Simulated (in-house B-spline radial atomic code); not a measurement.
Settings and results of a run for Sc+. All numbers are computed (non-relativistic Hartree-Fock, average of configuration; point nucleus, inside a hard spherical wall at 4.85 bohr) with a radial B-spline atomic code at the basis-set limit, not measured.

Command:
```bash
python run_scf.py task.json out
```
Settings:
```
Z                21
configuration    [Ne] 3s2 3p5 3d1 4s1 4f1
hamiltonian      nr
method           hf
spin_polarised   False
wall_radius      4.85
```

Output (hartree, bohr):
```
 radial grid: 41 intervals, B-splines of order 8, outer radius 4.85 bohr

 iter        energy (Eh)    residual
    1       -753.0287888    3.35e-01
    2       -756.7642058    1.57e-01
    3       -757.3345017    5.09e-02
    4       -757.4002869    1.71e-02
    5       -757.4078491    5.07e-03
    6       -757.4088235    2.11e-04
    7       -757.4088262    5.70e-05
    8       -757.4088263    1.77e-06
    9       -757.4088263    3.75e-07
   10       -757.4088263    4.13e-08

 total energy                     -757.408826
 kinetic                            759.07715
 electron-nucleus                 -1787.14430
 electron-electron                  270.65833

 orbital      occ     eigenvalue          <r>       <r^2>       <1/r>       r_max
 1s         2.000     -166.50989    0.0735291  0.00725732     20.5386     0.04838
 2s         2.000      -19.64682     0.342885    0.138844     4.28788      0.2845
 2p         6.000      -16.23431     0.307266    0.116324      4.1905      0.2333
 3s         2.000       -2.98804      1.06145     1.29289     1.30469      0.9219
 3p         5.000       -2.03784       1.1377     1.51194     1.19045      0.9591
 3d         1.000       -0.78081      1.38624     2.35625    0.918166       1.024
 4s         1.000       -0.41722      2.67283     7.78938    0.477641       2.624
 4f         1.000        0.33205      3.05965     9.85295    0.348792        3.17
```

Cost of the run: 0.12 s on 1 thread of Arm Neoverse V1, with other jobs on the host.
